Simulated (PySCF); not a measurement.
# Reading the logs of faulty runs: CH7NSi2

All numbers below are calculated, not measured. They come from PySCF 2.14.0, an open-source quantum chemistry program, on an isolated molecule that a program drew, which may never have been made. The molecule is CH7NSi2 (charge 0, singlet), drawn as the SMILES string `C[SiH2]N=[SiH2]`.

Each row is a Hartree-Fock (HF) and frozen-core CCSD(T) single point in the cc-pV(D+d)Z basis, meant for a local HF minimum. Run 1 is clean. Each other run has one planted mistake out of seven kinds, and not every kind appears here: one electron removed, one electron added, multiplicity raised by two, geometry at a saddle point, minimal basis STO-3G, one bond length entered in bohr, all coordinates scaled. The reference is restricted for singlets and unrestricted otherwise, and also for a bond in bohr. Adding or removing an electron swaps singlet and doublet. Electrons count all cores. HOMO and LUMO are orbital energies over both spins, the gradient is its largest component, and the lowest frequency (negative if imaginary) is given only where the gradient is small. Bond lengths are over the 10 bonds as drawn. T1 is the CCSD diagnostic: over 0.02 (restricted) or 0.045 (unrestricted) a single reference is doubtful.

Geometry of the clean run:
```xyz
11
CH7NSi2, angstrom
C    -1.4149   -1.2235    2.1495
Si   -0.8766   -1.5721    0.3846
N    -0.2140   -0.1823   -0.3396
Si   -0.0084    0.9524   -1.3808
H    -2.1878   -0.4497    2.1772
H    -0.5702   -0.8800    2.7530
H    -1.8234   -2.1263    2.6141
H     0.1407   -2.6555    0.3942
H    -2.0546   -2.0953   -0.3633
H    -0.7841    1.1542   -2.6204
H     1.0217    1.9942   -1.2376
```

| run | electrons | basis functions | <S^2> | HOMO (eV) | LUMO (eV) | gradient (hartree/bohr) | lowest frequency (cm^-1) | mean bond (Å) | longest bond (Å) | T1 | HF (hartree) | CCSD(T) (hartree) | mistake |
|---|---|---|---|---|---|---|---|---|---|---|---|---|---|
| 1 | 48 | 109 | 0.000 | -10.15 | 1.57 | 2.1e-05 | 61 | 1.4339 | 1.878 | 0.0157 | -674.27111 | -674.84950 | no fault |
| 2 | 48 | 109 | 2.023 | -6.03 | 0.12 | 1.2e-01 | - | 1.4339 | 1.878 | 0.0214 | -674.17594 | -674.71918 | multiplicity raised by two |
| 3 | 48 | 35 | 0.000 | -6.66 | 7.45 | 2.7e-02 | - | 1.4339 | 1.878 | 0.0139 | -666.37307 | -666.63948 | minimal basis STO-3G |
| 4 | 48 | 109 | 0.873 | -9.60 | 1.00 | 1.2e-02 | - | 1.5649 | 2.782 | 0.0375 | -674.16320 | -674.73133 | ? |
| 5 | 48 | 109 | 0.000 | -9.70 | 1.22 | 5.2e-02 | - | 1.5630 | 2.047 | 0.0193 | -674.19447 | -674.79808 | ? |

**Which mistake was planted in run 4, and what did it cost?**

The mean bond changes by a factor of 1.091 and the longest by 1.481, so the molecule wasn't scaled as a whole. A length L in bohr read as angstrom grows by (1/0.5292 - 1) L = 0.890 L. The 10 bonds together grew by 10 x 0.1310 = 1.310 Å, which gives L = 1.472 Å. That is the length of one of the H-Si bonds, 1.472 Å in the clean geometry. So the mistake is: one bond length entered in bohr. Subtracting run 1 and multiplying by 627.51 kcal/mol a hartree, the energy moved by 67.7 kcal/mol in HF and 74.2 kcal/mol in CCSD(T).

**Which mistake was planted in run 5, and what did it cost?**

The mean and the longest bond both change by the same factor, 1.090, and the gradient is no longer small. So the mistake is: all coordinates scaled. Subtracting run 1 and multiplying by 627.51 kcal/mol a hartree, the energy moved by 48.1 kcal/mol in HF and 32.3 kcal/mol in CCSD(T).

